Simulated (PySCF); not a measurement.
**Computed properties of Mg(I)(OSiH3) (H3IMgOSi), SMILES [Mg]([I])[O][SiH3]**

H3IMgOSi, SMILES [SiH3][O][Mg][I]. The structure is a stationary point at B3LYP-D3(BJ)/def2-SVP. The structure was generated by enumeration; whether it is a known compound was not checked. The def2 effective core potentials stand for the cores of I; spin–orbit coupling is left out. Other conformers were not sampled. All values are computed for the isolated molecule unless a solvent is named; none is compared with measurement here.

**Structure.** The optimised structure has C3v symmetry. All 15 harmonic modes at B3LYP-D3(BJ)/def2-SVP (PySCF) are real, so it is a minimum. With heavy atoms numbered as in [Mg:1]([I:2])[O:3][SiH3:4], the shortest bond between them is O3–Si4 at 1.644 Å and the longest Mg1–I2 at 2.551 Å.

**Vibrations.** The strongest infrared lines (harmonic, unscaled, degenerate partners summed) lie at 1012 cm⁻¹ (473 km/mol, H 88 %, Si 12 %), 1078 cm⁻¹ (451 km/mol, O 76 %, Si 13 %), 2189 cm⁻¹ (384 km/mol, H 96 %). The softest mode is at 52 cm⁻¹ and the zero-point energy is 18.9 kcal/mol.

**Electronic structure.** HF/def2-TZVP (PySCF) places the frontier levels at -10.17 and 0.56 eV, a gap of 10.73 eV, and gives a dipole moment of 0.18 D and a mean polarisability of 74.8 bohr³. PBE/def2-TZVP (PySCF) at the same geometry gives -6.67 and -2.54 eV, so its gap is 6.60 eV narrower. An orbital gap is neither the optical nor the fundamental gap.

**Excitations.** TDDFT-B3LYP/def2-SVPD (PySCF) has S1 at 4.52 eV (274 nm, f = 0.055, bright); the most intense of the 10 singlets computed lies at 4.52 eV (f = 0.06). Strengths of degenerate partners are summed. T1 (TDA) is at 4.30 eV. TDDFT-PBE/def2-SVPD (PySCF) puts S1 at 4.22 eV. No vertical singlet excitation falls in the visible range (under 3.1 eV).
